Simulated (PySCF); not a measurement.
F₄Nb, charge +2, quartet, geometry from GFN2-xTB of the parent state (such geometries of metal compounds can be far from the true shape) (the multiplicity is a formal guess) (core potentials on Nb); PySCF with B3LYP/def2-SVP.

PySCF was given this input:
```python
from pyscf import gto, scf, dft

mol = gto.Mole()
mol.atom = '''
    Nb    0.00000000    0.00000000    0.00000000
    F     1.17246974    0.82655382   -1.02271078
    F     0.84174568   -1.10525698    1.08336747
    F    -1.12257521   -0.90821621   -1.00934735
    F    -0.89164022    1.18691937    0.94869067
'''
mol.basis = 'def2-svp'
mol.ecp = {'Nb': 'def2-svp'}
mol.charge = 2
mol.spin = 3
mol.verbose = 4
mol.build()

mf = dft.UKS(mol)
mf.xc = 'b3lyp'
mf.kernel()
mf.analyze()
```

It wrote (shortened):

```
PySCF version 2.14.0

[INPUT] verbose = 4
[INPUT] num. atoms = 5
[INPUT] num. electrons = 47
[INPUT] charge = 2
[INPUT] spin (= nelec alpha-beta = 2S) = 3
[INPUT] symmetry False subgroup None
[INPUT] Mole.unit = angstrom
[INPUT] Symbol           X                Y                Z      unit          X                Y                Z       unit  Magmom
[...]
nuclear repulsion = 229.965454168111
number of shells = 35
number of NR pGTOs = 153
number of NR cGTOs = 87
basis = def2-svp
ecp = {'Nb': 'def2-svp'}

******** <class 'pyscf.dft.uks.UKS'> ********
method = UKS
initial guess = minao
damping factor = 0
level_shift factor = 0
DIIS = <class 'pyscf.scf.diis.CDIIS'>
diis_start_cycle = 1
diis_space = 8
diis_damp = 0
SCF conv_tol = 1e-09
SCF conv_tol_grad = None
SCF max_cycles = 50
direct_scf = True
direct_scf_tol = 1e-13
number electrons alpha = 25  beta = 22
XC library pyscf.dft.libxc version 7.1.2
    S. Lehtola, C. Steigemann, M. J. T. Oliveira, and M. A. L. Marques,  SoftwareX 7, 1–5 (2018)
XC functionals = b3lyp
    P. J. Stephens, F. J. Devlin, C. F. Chabalowski, and M. J. Frisch,  J. Phys. Chem. 98, 11623 (1994)
radial grids:
    Treutler-Ahlrichs [JCP 102, 346 (1995); DOI:10.1063/1.469408] (M4) radial grids

becke partition: Becke, JCP 88, 2547 (1988); DOI:10.1063/1.454033
pruning grids: <function nwchem_prune>
grids dens level: 3
symmetrized grids: False
atomic radii adjust function: <function treutler_atomic_radii_adjust>
small_rho_cutoff = 0
Set gradient conv threshold to 3.16228e-05
tot grids = 79488
init E= -449.324651275033

cycle= 1 E= -454.599363122321  delta_E= -5.27  |g|= 0.805  |ddm|= 2.92

cycle= 2 E= -454.149553777237  delta_E= 0.45  |g|= 1.32  |ddm|=  1.8

cycle= 3 E= -454.469546078206  delta_E= -0.32  |g|= 0.983  |ddm|= 1.45

cycle= 4 E= -454.824441105314  delta_E= -0.355  |g|= 0.418  |ddm|= 1.03

cycle= 5 E= -454.846578218484  delta_E= -0.0221  |g|= 0.365  |ddm|= 0.507

cycle= 6 E= -454.879690865101  delta_E= -0.0331  |g|= 0.241  |ddm|= 0.516

cycle= 7 E= -454.897071473561  delta_E= -0.0174  |g|= 0.134  |ddm|= 0.261

cycle= 8 E= -454.904783187251  delta_E= -0.00771  |g|= 0.0314  |ddm|= 0.16

cycle= 9 E= -454.906783621011  delta_E= -0.002  |g|= 0.0291  |ddm|= 0.105

cycle= 10 E= -454.906550901553  delta_E= 0.000233  |g|= 0.0294  |ddm|= 0.0115

cycle= 11 E= -454.903792957738  delta_E= 0.00276  |g|= 0.0292  |ddm|= 0.17

cycle= 12 E= -454.901032621345  delta_E= 0.00276  |g|= 0.0572  |ddm|= 0.243

[...]
SCF not converged.
Total Energy =                        -454.902612810266987
[...]
spin_pop of  0 Nb 5dxz      0.00132
spin_pop of  0 Nb 5dx2-y2   -0.00004
spin_pop of  0 Nb 4f-3      0.00043
spin_pop of  0 Nb 4f-2      0.00000
spin_pop of  0 Nb 4f-1      0.00060
spin_pop of  0 Nb 4f+0     -0.00014
spin_pop of  0 Nb 4f+1      0.00086
spin_pop of  0 Nb 4f+2      0.00077
spin_pop of  0 Nb 4f+3      0.00037
spin_pop of  1 F 1s       -0.00000
spin_pop of  1 F 2s        0.00215
spin_pop of  1 F 3s       -0.00034
spin_pop of  1 F 2px       0.12767
spin_pop of  1 F 2py       0.24818
spin_pop of  1 F 2pz       0.11876
spin_pop of  1 F 3px       0.00257
spin_pop of  1 F 3py       0.00023
spin_pop of  1 F 3pz       0.00502
spin_pop of  1 F 3dxy      0.00009
spin_pop of  1 F 3dyz      0.00006
spin_pop of  1 F 3dz^2     0.00009
spin_pop of  1 F 3dxz      0.00001
spin_pop of  1 F 3dx2-y2    0.00009
spin_pop of  2 F 1s       -0.00000
spin_pop of  2 F 2s        0.00220
spin_pop of  2 F 3s       -0.00034
spin_pop of  2 F 2px       0.38499
spin_pop of  2 F 2py       0.05062
spin_pop of  2 F 2pz       0.12675
spin_pop of  2 F 3px       0.00230
spin_pop of  2 F 3py       0.00047
spin_pop of  2 F 3pz       0.00413
spin_pop of  2 F 3dxy      0.00018
spin_pop of  2 F 3dyz      0.00015
spin_pop of  2 F 3dz^2     0.00011
spin_pop of  2 F 3dxz      0.00001
spin_pop of  2 F 3dx2-y2    0.00009
spin_pop of  3 F 1s       -0.00000
spin_pop of  3 F 2s        0.00237
spin_pop of  3 F 3s       -0.00034
spin_pop of  3 F 2px       0.19329
spin_pop of  3 F 2py       0.07800
spin_pop of  3 F 2pz       0.32145
spin_pop of  3 F 3px       0.00344
spin_pop of  3 F 3py       0.00026
spin_pop of  3 F 3pz       0.00526
spin_pop of  3 F 3dxy      0.00022
spin_pop of  3 F 3dyz      0.00007
spin_pop of  3 F 3dz^2     0.00029
spin_pop of  3 F 3dxz      0.00001
spin_pop of  3 F 3dx2-y2    0.00003
spin_pop of  4 F 1s       -0.00000
spin_pop of  4 F 2s        0.00231
spin_pop of  4 F 3s       -0.00033
spin_pop of  4 F 2px       0.13874
spin_pop of  4 F 2py       0.27880
spin_pop of  4 F 2pz       0.11867
spin_pop of  4 F 3px       0.00165
spin_pop of  4 F 3py       0.00021
spin_pop of  4 F 3pz       0.00410
spin_pop of  4 F 3dxy      0.00010
spin_pop of  4 F 3dyz      0.00008
spin_pop of  4 F 3dz^2     0.00006
spin_pop of  4 F 3dxz      0.00008
spin_pop of  4 F 3dx2-y2    0.00014
In total            25.00000 | 22.00000

WARN: System has nonzero charge 2; the dipole moment is origin-dependent.
Location of origin: [0. 0. 0.]

Dipole moment(X, Y, Z, Debye): -0.24504, -0.34608, -0.02887
```

The run did not converge; its last values are not results.
